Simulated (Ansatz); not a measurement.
An input meant for [TcNCl4]2- (TcNCl4²⁻) (charge -2, triplet).

Input and output for [TcNCl4]2- (TcNCl₄²⁻).

```yaml
crystal:
  periodic: [false, false, false]
  atoms:
    - {symbol: Tc, position_ang: [0.000139, -0.000234, 0.141132]}
    - {symbol: N, position_ang: [0.002244, -0.005774, 1.725441]}
    - {symbol: Cl, position_ang: [2.369902, 0.012958, -0.469370]}
    - {symbol: Cl, position_ang: [-0.017565, 2.371985, -0.459616]}
    - {symbol: Cl, position_ang: [-2.371050, -0.010100, -0.463865]}
    - {symbol: Cl, position_ang: [0.016320, -2.368847, -0.473721]}
basis:
  gaussian: {orbitals: cc-pVTZ-DK, nuclear_model: gaussian}
total_charge: -2
magnetization: {spin_polarized: true, initial_magnetization: 2}
hamiltonian: {xc: {name: HF}}
correlation: {active_space: {window: {electrons: 6, orbitals: 2}}}
scf: {lower_state_search: off}
```

```sh
$ ansatz run in.yaml --threads 4 --pin off --events-out ev --progress --plain --max-ram 8704MiB
```

It prints (some lines left out):

```
Error: invalid value for `correlation.active_space`: it starts from restricted Hartree–Fock orbitals; set hamiltonian.xc: hf without magnetization.spin_polarized
```

DK, ANO-RCC and x2c sets are all-electron and run with scalar relativity unless a key says otherwise. A multiply charged anion in the gas phase is held together partly by the finite basis. Removing one electron lowers the energy by 0.78 eV at PBE0-D4/def2-TZVPD, so it isn't bound. The highest occupied level of an anion often lies above zero with these methods, and sets without diffuse functions describe the outer electron poorly.
